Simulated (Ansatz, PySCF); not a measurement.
Si(H)2(Cl)(NMe2) (C₂H₈ClNSi), SMILES CN(C)[SiH2]Cl. Atoms are numbered in the order given.

```xyz
13

Si     0.5266     0.4377    -0.5703
Cl     1.4005     1.1145     1.1984
N     -1.0900    -0.0996    -0.3688
C     -2.1843     0.8483    -0.2657
C     -1.3777    -1.4046     0.1976
H      1.3556    -0.7019    -1.0339
H      0.5358     1.5899    -1.5048
H     -1.9175     1.7982    -0.7546
H     -2.4515     1.0703     0.7860
H     -3.0866     0.4544    -0.7674
H     -1.5838    -1.3555     1.2848
H     -0.5265    -2.0862     0.0452
H     -2.2599    -1.8541    -0.2931
```

Geometry: ωB97X-D3(BJ)/def2-SVP. One conformer was computed; it need not be the lowest.

Two levels are set side by side: PBE-D3(BJ)/def2-SVP (Ansatz, a first-principles code) and ωB97X-D3(BJ)/def2-SVP (PySCF). Each level has its own optimised geometry; the coordinates shown are those of the second. Frequencies come from the Hessian of PySCF at each geometry. Differences are taken from unrounded values.

| quantity | ωB97X-D3(BJ) |
|---|---|
| mean bond length (Å) | 1.358 |
| bond Si1–Cl2 (Å) | 2.086 |
| bond Si1–N3 (Å) | 1.715 |
| bond N3–C4 (Å) | 1.451 |
| bond N3–C5 (Å) | 1.451 |
| bond Si1–H6 (Å) | 1.484 |
| bond Si1–H7 (Å) | 1.484 |
| bond C4–H8 (Å) | 1.101 |
| bond C4–H9 (Å) | 1.108 |
| bond C4–H10 (Å) | 1.105 |
| bond C5–H11 (Å) | 1.108 |
| bond C5–H12 (Å) | 1.101 |
| bond C5–H13 (Å) | 1.105 |
| highest harmonic wavenumber (cm⁻¹) | 3154 |
| mean harmonic wavenumber (cm⁻¹) | 1367 |
| zero-point energy (kcal/mol) | 64.51 |

Q: What does PBE-D3(BJ) give, and how far is it from ωB97X-D3(BJ)? (The exact figures need the calculation; the answer reports its results.)

A: 
| quantity | PBE-D3(BJ) | PBE-D3(BJ) minus ωB97X-D3(BJ) |
|---|---|---|
| mean bond length (Å) | 1.368 | 0.010 |
| bond Si1–Cl2 (Å) | 2.106 | 0.020 |
| bond Si1–N3 (Å) | 1.732 | 0.016 |
| bond N3–C4 (Å) | 1.453 | 0.002 |
| bond N3–C5 (Å) | 1.453 | 0.002 |
| bond Si1–H6 (Å) | 1.498 | 0.014 |
| bond Si1–H7 (Å) | 1.498 | 0.014 |
| bond C4–H8 (Å) | 1.108 | 0.007 |
| bond C4–H9 (Å) | 1.117 | 0.009 |
| bond C4–H10 (Å) | 1.114 | 0.009 |
| bond C5–H11 (Å) | 1.117 | 0.009 |
| bond C5–H12 (Å) | 1.108 | 0.007 |
| bond C5–H13 (Å) | 1.114 | 0.009 |
| highest harmonic wavenumber (cm⁻¹) | 3052 | -102 |
| mean harmonic wavenumber (cm⁻¹) | 1311 | -56 |
| zero-point energy (kcal/mol) | 61.85 | -2.65 |

Exact exchange shortens and stiffens bonds; PBE has none. Differences between two approximate levels are no errors against the true value.
